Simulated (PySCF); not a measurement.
# Telling isomers of C₅H₂FNO apart by NMR

One computed conformer, fast rotation and ring inversion assumed for equivalent nuclei, non-relativistic Hamiltonian, isolated molecule. Couplings computed with B3LYP/pcJ-1 (spin–dipole term left out of most H,H and C,H couplings); structure optimised with GFN2-xTB; shieldings: GIAO PBE0/pcSseg-1; PySCF 2.14.

Referencing at the same level of theory: TMS for $^{1}$H and $^{13}$C. Multiplet labels drop J under 1 Hz and among equivalent protons, and merge close values. Unscaled 3J(H,H) run several per cent high. Splittings of carbon signals by F and P are missing where no couplings were computed. Where no couplings were computed, multiplicities follow the n + 1 count of equivalent neighbours, and m marks all less simple cases (inequivalent or close neighbours, rings, F or P nearby). One-bond C–F couplings are unscaled and too large by tens of Hz. Shifts are as computed. Against solution values, carbons near 30 ppm lie about +3 ppm off and those near 130 ppm about +5 ppm. Of 1211 compounds with measured shifts, 218 miss one by over three times the rms of a fit or turn the order of signals round; such compounds aren't used in these exercises.

(1) Tabulate the signals of `N#Cc1coc(F)c1`, `C#Cc1ncc(F)o1` and their relative energies.

(2) What is the quickest way to tell N#Cc1coc(F)c1 from C#Cc1ncc(F)o1?

## Answers

(1) 
```tsv
SMILES	carbon types	δC	δH	E rel. (kcal/mol)
N#Cc1coc(F)c1	3×C 2×CH	168.4, 145.8, 117.1, 106.8, 94.0	7.43 (m, 1H), 6.03 (m, 1H)	0.0
C#Cc1ncc(F)o1	3×C 2×CH	168.0, 140.6, 110.1, 88.1, 76.9	6.75 (d, 1H), 2.73 (d, 1H)	33.1
```

Energies are electronic energies at PBE0/pcSseg-1 on these geometries, without zero-point or thermal terms, each for the one conformer computed, which needn't be the lowest.

(2) Both give the same number of carbon signals, with the same numbers of each carbon type, so the positions decide. The first has an aromatic CH next to the ring oxygen at 145.8 ppm, the second an alkyne carbon (C) at 76.9 ppm. Their most deshielded carbons lie at 168.4 and 168.0 ppm. In the proton spectra the most deshielded non-exchanging signals are 7.43 (m, 1H) and 6.75 (d, J = 9.7 Hz, 1H).
